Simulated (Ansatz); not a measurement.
Species: sum formula BN₂H₃Br (charge 0, doublet). It need not be the lowest isomer of its formula. 
Structure (B3LYP-D3(BJ)/def2-TZVP (Ansatz, an electronic-structure program) minimum search):
```
B
N 1 1.3908
H 2 1.0050 1 122.83
H 2 1.0065 3 115.03 1 179.62
N 1 1.4226 2 126.01 3 -176.96
H 5 1.0181 1 117.16 2 -118.99
Br 1 1.9733 2 119.21 3 -2.60
```
Charge 0, spin multiplicity 2.

Dipole moments at this geometry, in debye (magnitudes).

| level | program | dipole (D) |
|---|---|---|
| PBE/def2-TZVPD | Ansatz | 2.46 |
| BLYP/def2-TZVPD | Ansatz | 2.45 |
| revPBE/def2-TZVPD | Ansatz | 2.47 |
| r2SCAN/def2-TZVPD | Ansatz | 2.56 |
| B97M-V/def2-TZVPD | Ansatz | 2.52 |
| B3LYP/def2-TZVPD | Ansatz | 2.53 |
| PBE0/def2-TZVPD | Ansatz | 2.57 |
| r2SCANh/def2-TZVPD | Ansatz | 2.59 |
| r2SCAN0/def2-TZVPD | Ansatz | 2.62 |
| HSE06/def2-TZVPD | Ansatz | (withheld) |
| CAM-B3LYP/def2-TZVPD | Ansatz | 2.60 |
| LC-wPBE/def2-TZVPD | Ansatz | 2.65 |
| wB97M-V/def2-TZVPD | Ansatz | 2.60 |
| CCSD(T)/aug-cc-pVDZ | Ansatz | (withheld) |

### Question
Some entries are withheld; supply them.

### Answer

- HSE06/def2-TZVPD, dipole (D): 2.57
- CCSD(T)/aug-cc-pVDZ, dipole (D): 2.59
